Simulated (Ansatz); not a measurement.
Energy landscape of H₂Be, singlet: symmetric bend, bond length relaxed. Scanned: H-Be-H angle. Other coordinates (Be-H bond length) were minimised at B3LYP/def2-TZVP.

Level of theory: Ansatz (a program for electronic structure) with full CI/cc-pVTZ, frozen core.

Scanned values (°): 180, 170.57, 159.83, 147.95, 137.55, 129.41, 120.03, 107.66, 102.04, 88.81, 78.58, 70.30, 60.

Describe the profile: where are the wells and the tops?

Lower than their neighbours: 180° (0.0 kJ/mol, end of the scan). Higher than their neighbours: 60° (370.4 kJ/mol, end of the scan). The whole profile spans 370.4 kJ/mol.
